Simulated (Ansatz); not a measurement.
**Correcting a cheap level on molecular compounds of Mg**

The vertical ionisation energy (cation less neutral) in eV of 6 molecular compounds of Mg: x at r2SCAN-D4/def2-TZVPP, y at CCSD(T)/def2-TZVPP. Shapes, held fixed at every level: PBE0-D4/def2-TZVP. Programs: Ansatz 0.2.0.

| molecule | x (eV) | y (eV) |
| --- | --- | --- |
| C2H6Mg (SMILES C[CH2][MgH]) | 8.22 | 8.58 |
| Mg(NH2)Br | 8.87 | 9.12 |
| Mg(CH3)F | 9.78 | 9.96 |
| Mg(SH)F | 9.87 | ? |
| MgHF (SMILES [F][MgH]) | 10.80 | 10.98 |
| MgClF (SMILES [F][Mg][Cl]) | 11.52 | 11.74 |

**Question.** Fit y = c + s·x to the known rows and predict y for Mg(SH)F.

**Answer.** 
1. Means of the 5 rows: x = 9.8380, y = 10.076.
2. Σ(Δx)² = 7.3129, Σ(Δx·Δy) = 7.0212, so the slope is 7.0212/7.3129 = 0.96011.
3. Intercept: 10.076 − (0.96011) × 9.8380 = 0.630. The largest residual of the fit is 0.060.
4. Mg(SH)F: 0.630 + 0.96011 × 9.87 = 10.11 eV.

CCSD(T)/def2-TZVPP gives 9.82 eV, so the prediction is off by +0.29 eV, more than the largest residual. Uncorrected, r2SCAN-D4/def2-TZVPP misses it by +0.05 eV, and the other rows by 0.24 on average. The line makes this one worse. Left out in turn, the other rows are missed by 0.08 eV on average, so the withheld one doesn't follow the line. Cations run unrestricted. Relativity is left out for Br. Outer-core shells of Br, Mg are correlated, in sets that cover them unevenly.
